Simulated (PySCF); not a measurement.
Problem. Write Cartesian coordinates for `CC(C)CC[C@H](C)[O-]` as optimised with PBE0-D3(BJ)/def2-SVP. (Charge -1.)

Solution. 
```xyz
23
C7H15O angstrom
C     -2.376    1.197   -0.194
C     -1.536   -0.077   -0.202
C     -2.142   -1.128    0.722
C     -0.077    0.226    0.130
C      0.909   -0.921   -0.011
C      2.365   -0.353   -0.257
C      2.958    0.111    1.111
O      2.396    0.575   -1.179
H     -3.426    1.008   -0.481
H     -2.383    1.651    0.812
H     -1.958    1.944   -0.887
H     -1.557   -0.486   -1.231
H     -3.188   -1.363    0.455
H     -2.136   -0.773    1.768
H     -1.561   -2.063    0.691
H     -0.030    0.661    1.148
H      0.333    0.987   -0.565
H      0.870   -1.630    0.840
H      0.647   -1.490   -0.923
H      2.967   -1.312   -0.485
H      2.378    0.966    1.504
H      2.997   -0.680    1.888
H      3.982    0.479    0.927
```

Orientation and origin are arbitrary. Atoms count from 1 in this order. Of the pairs four or more bonds apart, O8···H17 is among the closest relative to their van der Waals radii: 2.19 Å, 81 % of the sum of Bondi's values. The 6 C–C bonds span 1.519 Å (C4–C5, drawn single) to 1.582 Å (C5–C6, drawn single), a spread of 0.063 Å.

Bonds between heavy atoms (Å): C1–C2 1.526, C2–C3 1.526, C2–C4 1.527, C4–C5 1.519, C5–C6 1.582, C6–C7 1.562, C6–O8 1.309.

Method: PBE0-D3(BJ)/def2-SVP geometry optimisation, gas phase in PySCF 2.14.0.

Point group: C1 (no symmetry element, even within 0.4 Å). Stationary, but not proved a minimum. Torsions: C1–C2–C4–C5 -173°, C2–C4–C5–C6 155°, C4–C5–C6–C7 79°.

One conformer stands for the species.
